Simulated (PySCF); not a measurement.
The numbers are results of B3LYP-D3(BJ)/def2-SVP // PBE0-D4/def2-SVP (PySCF 2.14.0), not measurements. Isolated molecules, 0 K electronic values unless said otherwise. One relaxed conformer stands for a flexible species; it need not be the lowest. B3LYP has the VWN-RPA correlation part, as in Gaussian. Delta-SCF ions had no search for a lower state. Excitations are Tamm–Dancoff values on a coarser integration grid. The basis has no diffuse functions, so Rydberg states are missing or too high.

Reference species (SMILES): `Sc1cc2ccccc2c2ccccc12` (H–S–C–C torsion 128°) (neutral, multiplicity 1).

| Property | Value |
|---|---|
| T1 excitation (TDA) | 2.95 eV |
| vertical ionisation energy (Delta-SCF) | 7.55 eV |
| brightest of the four lowest singlets (TDA) | 4.13 eV |
| HOMO | -5.94 eV |

Changed species: `Sc1ccc2ccc3ccccc3c2c1` (H–S–C–C torsion 180°).

Problem. Give the shifts of the T1 excitation (TDA), vertical ionisation energy (Delta-SCF), brightest of the four lowest singlets (TDA) and HOMO.

Solution. the T1 excitation (TDA) stays essentially unchanged; the vertical ionisation energy (Delta-SCF) falls by 0.27 eV, to 7.28 eV; the brightest of the four lowest singlets (TDA) decreases by 0.03 eV, to 4.10 eV; the HOMO rises by 0.26 eV, to -5.68 eV.
